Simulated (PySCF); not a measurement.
Work out the structure from these simulated measurements.

Formula: C8H9FO.

| Property | Result |
| --- | --- |
| Dipole | 1.98 D [CAM-B3LYP/def2-SVPD] |
| Triplet | lowest triplet excitation (Tamm–Dancoff): 4.06 eV [TDA CAM-B3LYP/def2-SVPD] |
| Polarisability | 96.9 au [CAM-B3LYP/def2-SVPD] |
| Rotational structure | rotational constants A, B, C: 3.153, 0.773, 0.682 GHz [PBE0-D3(BJ)/def2-SVP] |
| Valence photoelectron | vertical ionisation energy: 9.25 eV [ΔSCF CAM-B3LYP/def2-SVPD] |
| 13C NMR | chemical shifts (computed TMS as zero) by class: 132.8 (1 C), 123.3 (2 C), 123.1 (1 C), 118.8 (2 C), 97.6 (1 C), 73.4 (1 C) ppm [GIAO KT2/pcSseg-1] |

Electronic properties: PySCF, gas phase, density fitting. Levels stand in brackets. Isolated species at its PBE0-D3(BJ)/def2-SVP geometry (one conformer only). Each NMR value is the plain mean over a class of atoms that symmetry, rotation or inversion makes alike.

Question: Propose a structure and show how it fits.

Answer: Numbering: `[OH:1][CH2:2][C@H:3]([F:4])[c:5]1[cH:6][cH:7][cH:8][cH:9][cH:10]1`. Its formula, C8H9FO, gives 4 degrees of unsaturation: 1 ring and 3 π bonds in the structure found (Kekulé form). 8 carbons fall into 6 classes; from least to most shielded: substituted aromatic carbon [C5] (132.8 ppm), aromatic CH carbon [C7/C9] (123.3 ppm, 2 C), aromatic CH carbon [C8] (123.1 ppm), aromatic CH carbon [C6/C10] (118.8 ppm, 2 C), sp3 C–F carbon [C3] (97.6 ppm), carbinol carbon (C–OH) [C2] (73.4 ppm). The first electron is taken from the HOMO, whose largest Löwdin shares are 0.22 on an aromatic CH carbon, 0.20 on the substituted aromatic carbon and 0.10 on each of 2 atoms of one kind (aromatic CH carbon). The optimised geometry has point group C1 and is an asymmetric top. Structure: PhCHFCH2OH (`OC[C@H](F)c1ccccc1`). Computed isomers that give other values at the same levels: `CC1(c2c(F)c2=O)CCC1` (rotational constant A: 2.065 GHz; this holds for the one conformer computed); `COCc1ccc(F)cc1` (vertical ionisation energy: 9.02 eV); `C#C[C@@H]1C[C@@H](F)/C1=C\OC` (vertical ionisation energy: 8.68 eV). The assignments are read from this structure; whether some other isomer fits the data as well wasn't checked. The mirror image fits equally.

The values belong to the conformer `[OH:1][CH2:2][C@H:3]([F:4])[c:5]1[cH:6][cH:7][cH:8][cH:9][cH:10]1`: O1–C2–C3–F4 -57°, C2–C3–C5–C6 95°, H–O1–C2–C3 54°.
